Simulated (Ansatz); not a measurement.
Ligand exchange: C2H8O2Si2 + C3H8O → C2H8O3Si2 + C3H8

Species: C2H8O2Si2 `C=C[SiH](O)[SiH2]O`, singlet; C3H8O (1-propanol) `CCCO`, singlet; C2H8O3Si2 `C=C[SiH](O)[SiH](O)O`, singlet; C3H8 (propane) `CCC`, singlet. The partners trade H for OH: Si–H and C–OH bonds give way to Si–OH and C–H.

Shapes, held fixed at every level: PBE0-D4/def2-TZVP. Flexible molecules stand in one conformer, not always the lowest. Programs: Ansatz 0.2.0. Electronic energies: no zero-point or thermal term.

(1) Estimate ΔE of this reaction.

Answers

(1) The highest level, CCSD(T)/CBS estimate, gives ΔE = -191.5 kJ/mol; the levels span -191.5 to -183.2. The column of differences is taken from that level and isn't an error. No measured value is set beside it here. The CBS estimate extrapolates MP2 from def2-TZVPP and def2-QZVPP and adds CCSD(T) − MP2 in the triple-zeta set, cores frozen.

```
               level                    kind  ΔE (kJ/mol)  less CCSD(T)/CBS estimate
 B3LYP-D4/def2-TZVPP           global hybrid       -188.6                       +2.9
  PBE0-D4/def2-TZVPP           global hybrid       -183.2                       +8.3
  wB97M-V/def2-TZVPP  range-separated hybrid       -188.9                       +2.6
  wB97X-V/def2-TZVPP  range-separated hybrid       -184.2                       +7.3
   B2PLYP/def2-TZVPP           double hybrid       -191.0                       +0.5
     CCSD/def2-TZVPP   coupled cluster or CI       -189.1                       +2.4
CCSD(T)/CBS estimate   coupled cluster or CI       -191.5                        0.0
```
